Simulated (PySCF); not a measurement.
**SnH₂: from structure and modes to constants**

Computed with PBE0/[Sn def2-TZVP with ECP28, H def2-TZVP], scalar-relativistic core potentials, density fitting, no spin–orbit coupling, PySCF.

The singlet minimum has C2v symmetry. Masses (u): Sn 119.90220, H 1.00782.

```xyz
3
charge 0 multiplicity 1, angstrom
Sn    0.0000    0.0000   -0.0206
H     1.2598    0.0000    1.2263
H    -1.2598    0.0000    1.2263
```

Harmonic wavenumbers (cm⁻¹): 791.1 (a1, ×1), 1731.8 (a1, ×1), 1735.8 (b2, ×1).

Find the principal moments of inertia and the rotational constants. What kind of rotor is it?

About the centre of mass I = 3.0823, 3.1988, 6.2811 u Å². With B = 16.8576/I this gives 5.469, 5.27, 2.684 cm⁻¹. The molecule is an asymmetric top with κ = 0.86.

What is the harmonic zero-point energy?

Half the sum of all 3 wavenumbers, 4259/2 = 2129 cm⁻¹, which is 25.5 kJ/mol (1 cm⁻¹ = 0.0119627 kJ/mol).

Find the vibrational entropy and heat capacity at 298.15 K.

With u = 1.43878 ω/T, each mode gives S = R[u/(eᵘ−1) − ln(1−e⁻ᵘ)] and C = R u² eᵘ/(eᵘ−1)².
| ω (cm⁻¹) | u | S (J/(mol K)) | C (J/(mol K)) |
| --- | --- | --- | --- |
| 791.1 | 3.817 | 0.90 | 2.78 |
| 1731.8 | 8.357 | 0.02 | 0.14 |
| 1735.8 | 8.377 | 0.02 | 0.13 |
The sums over all modes are S = 0.9 and C = 3.1 J/(mol K); the softest mode gives 96 % of the entropy.
